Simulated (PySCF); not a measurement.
PySCF input file for C2H6Cd, SMILES [CH3][Cd][CH3], TDA-PBE0/def2-SVPD. Geometry: B3LYP-D3(BJ)/def2-SVP. The isomer is the one that the SMILES or the coordinates give; other isomers of the formula were not compared. The def2 effective core potentials stand for the cores of Cd; spin–orbit coupling is left out.

```python
import numpy as np
from pyscf import gto, scf, dft, tdscf

mol = gto.M(
    atom='''
    Cd   -0.00000000   -0.00000000   -0.00000000
    C     0.00000000    0.00000000   -2.13457866
    H     0.88363603    0.52986604   -2.52397332
    H    -0.90069547    0.50031823   -2.52397332
    H     0.01705944   -1.03018427   -2.52397332
    C    -0.00000000   -0.00000000    2.13457866
    H     0.88363603   -0.52986604    2.52397332
    H    -0.90069546   -0.50031822    2.52397332
    H     0.01705944    1.03018427    2.52397332
    ''',
    basis='def2-SVPD',
    ecp={'Cd': 'def2-svp'},
    charge=0,
    spin=0,
    symmetry=True,
    max_memory=1600,
    verbose=4,
)
mf = dft.RKS(mol, xc='pbe0').density_fit(auxbasis='def2-universal-jkfit')
mf.grids.level = 3
mf.conv_tol = 1e-9
mf.max_cycle = 100
mf.kernel()
mf.grids = dft.Grids(mol).set(level=1).build(with_non0tab=True)  # coarser grid for the response kernel
td = tdscf.TDA(mf)
td.singlet = True
td.nstates = 10
td.conv_tol = 1e-4
td.positive_eig_threshold = 1e-6
td.kernel(x0=td.get_init_guess(mf, 15))
td.analyze()
tt = tdscf.TDA(mf)
tt.singlet = False
tt.nstates = 4
tt.conv_tol = 1e-4
tt.positive_eig_threshold = 1e-6
tt.kernel(x0=tt.get_init_guess(mf, 9))
tt.analyze(verbose=3)
```

It prints:

```
PySCF version 2.14.0

[INPUT] verbose = 4
[INPUT] num. atoms = 9
[INPUT] num. electrons = 38
[INPUT] charge = 0
[INPUT] spin (= nelec alpha-beta = 2S) = 0
[INPUT] symmetry True subgroup None
[INPUT] Mole.unit = angstrom
[INPUT] Symbol           X                Y                Z      unit          X                Y                Z       unit  Magmom
[INPUT]  1 Cd     0.000000000000   0.000000000000   0.000000000000 AA    0.000000000000   0.000000000000   0.000000000000 Bohr   0.0
[INPUT]  2 C      0.000000000000   0.000000000000  -2.134578660000 AA    0.000000000000   0.000000000000  -4.033769058741 Bohr   0.0
[INPUT]  3 H      0.883636030000   0.529866040000  -2.523973320000 AA    1.669830090498   1.001301698308  -4.769618320509 Bohr   0.0
[INPUT]  4 H     -0.900695470000   0.500318230000  -2.523973320000 AA   -1.702067759936   0.945464429827  -4.769618320509 Bohr   0.0
[INPUT]  5 H      0.017059440000  -1.030184270000  -2.523973320000 AA    0.032237669438  -1.946766128135  -4.769618320509 Bohr   0.0
[INPUT]  6 C      0.000000000000   0.000000000000   2.134578660000 AA    0.000000000000   0.000000000000   4.033769058741 Bohr   0.0
[INPUT]  7 H      0.883636030000  -0.529866040000   2.523973320000 AA    1.669830090498  -1.001301698308   4.769618320509 Bohr   0.0
[INPUT]  8 H     -0.900695460000  -0.500318220000   2.523973320000 AA   -1.702067741039  -0.945464410930   4.769618320509 Bohr   0.0
[INPUT]  9 H      0.017059440000   1.030184270000   2.523973320000 AA    0.032237669438   1.946766128135   4.769618320509 Bohr   0.0

nuclear repulsion = 111.228368042796
point group symmetry = D3, use subgroup C2
symmetry origin: [2.86322146e-10 2.86322134e-10 2.69144976e-17]
symmetry axis x: [ 1.71467791e-10  1.00000000e+00 -2.81331849e-10]
symmetry axis y: [2.81332213e-10 2.81331849e-10 1.00000000e+00]
symmetry axis z: [ 1.00000000e+00 -1.71467791e-10 -2.81332213e-10]
num. orbitals of irrep A = 62
num. orbitals of irrep B = 60
number of shells = 52
number of NR pGTOs = 180
number of NR cGTOs = 122
basis = def2-SVPD
ecp = {'Cd': 'def2-svp'}


[settings echo left out]
init E= -233.030608500159
HOMO (B) = -0.740659902155456  LUMO (A) = -0.528308894575652  gap/eV = 5.77837
cycle= 1 E= -246.299127585732  delta_E= -13.3  |g|= 2.04  |ddm|=  6.4
HOMO (A) = 0.0967386886671819  LUMO (A) = 0.123273704906103  gap/eV = 0.72205
cycle= 2 E= -220.474630847298  delta_E= 25.8  |g|= 7.09  |ddm|=  143
HOMO (B) = -0.332067596918348  LUMO (A) = -0.104688416197018  gap/eV = 6.18730
cycle= 3 E= -247.222941136139  delta_E= -26.7  |g|= 0.73  |ddm|=  143
HOMO (B) = -0.311690634884675  LUMO (A) = -0.0213460862418007  gap/eV = 7.90068
cycle= 4 E= -247.317838137708  delta_E= -0.0949  |g|= 0.416  |ddm|= 1.77
HOMO (B) = -0.241845634360622  LUMO (B) = 0.00277504461544664  gap/eV = 6.65647
cycle= 5 E= -247.363033380818  delta_E= -0.0452  |g|= 0.0618  |ddm|= 0.586
HOMO (B) = -0.252852739192233  LUMO (B) = -0.00203416305914494  gap/eV = 6.82512
cycle= 6 E= -247.364028612537  delta_E= -0.000995  |g|= 0.00735  |ddm|= 0.0685
HOMO (B) = -0.252390581149222  LUMO (B) = -0.00169936851268737  gap/eV = 6.82166
cycle= 7 E= -247.364039682092  delta_E= -1.11e-05  |g|= 0.00118  |ddm|= 0.0117
HOMO (B) = -0.25220029001235  LUMO (B) = -0.0014795440837454  gap/eV = 6.82246
cycle= 8 E= -247.364040172527  delta_E= -4.9e-07  |g|= 8.64e-05  |ddm|= 0.00285
HOMO (B) = -0.252182818513775  LUMO (B) = -0.00147564816694423  gap/eV = 6.82209
cycle= 9 E= -247.364040174669  delta_E= -2.14e-09  |g|= 1.08e-05  |ddm|= 0.000233
HOMO (B) = -0.252183381293471  LUMO (B) = -0.00147524429347934  gap/eV = 6.82212
cycle= 10 E= -247.364040174695  delta_E= -2.64e-11  |g|= 6.43e-07  |ddm|= 2.75e-05
HOMO (B) = -0.252183207371638  LUMO (B) = -0.00147531664588385  gap/eV = 6.82211
Extra cycle  E= -247.364040174695  delta_E= -5.68e-14  |g|= 7.21e-07  |ddm|= 5.25e-06
converged SCF energy = -247.364040174695
tot grids = 33400
Overwritten attributes  positive_eig_threshold  of <class 'pyscf.tdscf.rks.TDA'>


******** <class 'pyscf.tdscf.rks.TDA'> for <class 'pyscf.df.df_jk.DFSymAdaptedRKS'> ********
nstates = 10 singlet
deg_eia_thresh = 1.000e-03
wfnsym = None
conv_tol = 0.0001
eigh lindep = 1e-12
eigh level_shift = 0
eigh max_cycle = 100


Excitation energies (eV)
[5.50999871 5.51000557 6.39598584 7.12400635 7.5344276  7.53443386
 7.56495185 8.69840316 8.86891894 8.86892625]

** Singlet excitation energies and oscillator strengths **
Excited State   1:    B      5.51000 eV    225.02 nm  f=0.0000
      19 -> 21        0.70548
Excited State   2:    A      5.51001 eV    225.02 nm  f=0.0000
      19 -> 20        0.70548
Excited State   3:    B      6.39599 eV    193.85 nm  f=0.5697
      19 -> 22        0.67704
      19 -> 24        0.13177
Excited State   4:    A      7.12401 eV    174.04 nm  f=0.0000
      18 -> 22       -0.27603
      19 -> 23       -0.64819
Excited State   5:    A      7.53443 eV    164.56 nm  f=0.2560
      18 -> 21       -0.69619
Excited State   6:    B      7.53443 eV    164.56 nm  f=0.2560
      18 -> 20        0.69619
Excited State   7:    A      7.56495 eV    163.89 nm  f=0.0000
      18 -> 22       -0.64204
      19 -> 23        0.27430
Excited State   8:    B      8.69840 eV    142.54 nm  f=0.0059
      16 -> 21       -0.23365
      17 -> 20       -0.23370
      18 -> 23       -0.49220
      19 -> 24       -0.36217
Excited State   9:    A      8.86892 eV    139.80 nm  f=0.0000
      17 -> 22        0.15773
      19 -> 25       -0.67638
Excited State  10:    B      8.86893 eV    139.80 nm  f=0.0000
      16 -> 22       -0.15773
      19 -> 26        0.67639

** Transition electric dipole moments (AU) **
state          X           Y           Z        Dip. S.      Osc.
  1         0.0000      0.0000     -0.0000      0.0000      0.0000
  2        -0.0000      0.0000      0.0000      0.0000      0.0000
  3         0.0000     -0.0000      1.9067      3.6356      0.5697
  4         0.0000     -0.0000     -0.0000      0.0000      0.0000
  5        -1.1776     -0.0000      0.0000      1.3868      0.2560
  6         0.0000      1.1776      0.0001      1.3868      0.2560
  7        -0.0001      0.0000      0.0000      0.0000      0.0000
  8        -0.0000     -0.0000      0.1670      0.0279      0.0059
  9         0.0014      0.0000      0.0000      0.0000      0.0000
 10        -0.0000      0.0014      0.0000      0.0000      0.0000

WARN: ECP detected. Skipping calculation of transition velocity and magnetic dipole moments, which have not yet been implemented.



******** <class 'pyscf.tdscf.rks.TDA'> for <class 'pyscf.df.df_jk.DFSymAdaptedRKS'> ********
nstates = 4 triplet
deg_eia_thresh = 1.000e-03
wfnsym = None
conv_tol = 0.0001
eigh lindep = 1e-12
eigh level_shift = 0
eigh max_cycle = 100


Excitation energies (eV)
[5.08194214 5.31295922 5.31296148 6.44736105]

** Triplet excitation energies and oscillator strengths **
Excited State   1:    B      5.08194 eV    243.97 nm  f=0.0000
Excited State   2:    B      5.31296 eV    233.36 nm  f=0.0000
Excited State   3:    A      5.31296 eV    233.36 nm  f=0.0000
Excited State   4:    A      6.44736 eV    192.30 nm  f=0.0000
```

The calculation finished and met its thresholds.

Cost: very roughly 80 core-seconds.
